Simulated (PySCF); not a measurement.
Basis-set dependence of excited states

Compound: C6H5F.
Numbering: `[CH3:1][C:2]#[C:3][C:4]1([F:5])[CH:6]=[CH:7]1` (hydrogens: H8, H9, H10 on C1; H11 on C6; H12 on C7)

TDDFT with PBE0 (PySCF), vertical singlets, core orbitals frozen in the response, spherical d and f functions. Geometry: PBE0-D3(BJ)/def2-SVP; no solvent, vibrations or thermal averaging.

```tsv
basis	functions	diffuse	S1 (eV)	S2 (eV)	S3 (eV)	S4 (eV)	S5 (eV)	LUMO (eV)	α (au)
6-31G*	108	no	5.42	5.94	6.27	6.69	6.96	0.00	57.6
def2-SVP	123	no	5.34	5.91	6.26	6.67	6.94	-0.32	60.0
6-31+G*	136	yes	5.28	5.80	6.14	6.48	6.54	-0.50	66.2
def2-SVPD	183	yes	5.28	5.83	6.16	6.59	6.78	-0.53	69.7
aug-cc-pVDZ	206	yes	5.22	5.76	6.06	6.16	6.45	-0.56	71.4
def2-TZVP	247	no	5.26	5.81	6.17	6.58	6.85	-0.47	67.7
```

Question: How much do these states and the polarisability depend on the basis?

Answer: States are compared by their number. Against the largest diffuse basis here (aug-cc-pVDZ, itself not a converged limit), sets without diffuse functions differ by up to 0.20 eV in S1 and 0.51 eV in S5; the smaller diffuse sets differ by up to 0.06 and 0.33 eV. State by state, the largest deviation of a set without diffuse functions is S1 0.20, S2 0.18, S3 0.22, S4 0.53, S5 0.51 eV. The same number needn't mean the same state in each row. Against aug-cc-pVDZ the polarisability deviates by -19% in 6-31G*, -16% in def2-SVP, -7% in 6-31+G*, -2% in def2-SVPD, -5% in def2-TZVP. A single + in a Pople set puts diffuse functions on heavy atoms only.
